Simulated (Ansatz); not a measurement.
Two structures of BH$_{3}$SOF$_{2}$, closed shell, reached by relaxing down either side of one saddle point (PBE0-D4/def2-TZVP). Energies are electronic, without zero-point energy. Ansatz 0.2.0; basis: def2-TZVPP and def2-QZVPP; cores frozen in the correlated methods. Extrapolation: Hartree–Fock as exp(−7.88 √X), correlation as X^−2.97. First:

```xyz
8
angstrom
B -0.3735 0.4442 -0.3532
S 1.4327 0.6623 -0.8259
F -1.1933 -0.1376 -1.2390
F -0.8873 1.4758 0.3573
H 0.6492 -0.8231 1.1487
O -0.2925 -0.7965 0.9260
H 1.4405 -0.3425 -1.7153
H -0.7757 -0.4826 1.7014
```

Second:

```
8
angstrom
B -1.1246 0.0855 0.0734
S 2.0159 0.1411 -0.2133
F -1.1684 -0.6362 -1.0330
F -1.1755 1.4084 -0.0387
H 1.8495 -1.1319 -0.6038
O -1.1368 -0.5401 1.2664
H 1.8390 0.6061 -1.4595
H -1.0990 0.0672 2.0087
```

Q: Which bonds change from the first to the second?

A: BHSF₂ ([F][B]([F])[SH]) + H₂O → BHOF₂ ([OH][B]([F])[F]) + H₂S; bonds formed: S2–H5; dative contacts that become bonds: B1–O6; bonds broken: B1–S2, H5–O6.

Q: Give the saddle point's structure and its height above each. (To be estimated.)

A: By the calculation: 67.6 kJ/mol above the first and 130.7 kJ/mol above the second (CCSD(T) at an estimated basis limit (MP2 extrapolated from triple and quadruple zeta, plus CCSD(T) − MP2 in triple zeta)).
| atom | x (Å) | y (Å) | z (Å) |
| --- | --- | --- | --- |
| B1 | -0.5819 | 0.3435 | -0.1861 |
| S2 | 1.4862 | 0.4686 | -0.5554 |
| F3 | -1.2370 | -0.0826 | -1.2724 |
| F4 | -0.9973 | 1.4917 | 0.3853 |
| H5 | 0.8476 | -0.4978 | 0.5534 |
| O6 | -0.3632 | -0.7499 | 0.8397 |
| H7 | 1.4847 | -0.4995 | -1.4866 |
| H8 | -0.6391 | -0.4740 | 1.7222 |

The T1 diagnostic stays at or below 0.013.

Labels in which every atom is bracketed show which atoms are joined, not bond orders.

For scale, one of the runs: CCSD(T)/def2-TZVPP, 208 basis functions, launched by `ansatz run in.yaml --threads 4 --pin off --events-out ev --progress --plain --max-ram 9574MiB`. Hardware: 4 CPU threads of an Arm Neoverse V1, shared host. Wall time 71 s; peak host memory 3 GiB.
